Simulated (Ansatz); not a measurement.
Start from `BC[SiH2]CF` and change one atom or group to get `FC[SiH2][SiH2]F`.

Ansatz, PBE0-D4/def2-TZVP geometries, multiplicity 1. Each molecule was computed in one conformer, which needn't be the lowest.

```
                                          property  `BC[SiH2]CF`
    zero-point energy (PBE0-D4/def2-TZVP) / kJ/mol         248.6
    size of the dipole moment (PBE/def2-TZVPP) / D          1.48
             HOMO energy (ωB97M-V/def2-TZVPP) / eV        -10.85
               LUMO energy (B3LYP/def2-TZVPP) / eV         -1.60
size of the dipole moment (ωB97M-V/def2-TZVPP) / D          1.43
                 LUMO energy (PBE/def2-TZVPP) / eV         -2.34
```

What does the change do to each property? (Estimate.)

Ansatz gave: 
```
                                          property  `FC[SiH2][SiH2]F`  shift
    zero-point energy (PBE0-D4/def2-TZVP) / kJ/mol              175.8  -72.8
    size of the dipole moment (PBE/def2-TZVPP) / D               1.58   0.10
             HOMO energy (ωB97M-V/def2-TZVPP) / eV             -10.35   0.50
               LUMO energy (B3LYP/def2-TZVPP) / eV              -0.89   0.71
size of the dipole moment (ωB97M-V/def2-TZVPP) / D               1.73   0.30
                 LUMO energy (PBE/def2-TZVPP) / eV              -1.56   0.78
```

With PBE0 the HOMO rises by 0.30 eV and the LUMO rises by 0.68 eV, so the gap widens by about 0.38 eV. PBE moves the HOMO by 0.13 eV and ωB97M-V by 0.50 eV. The zero-point energy changes by -72.8 kJ/mol with -6 modes. Dipoles are sizes alone; their direction can turn.

B3LYP here is the variant with VWN-RPA as its local correlation; programs differ in this.
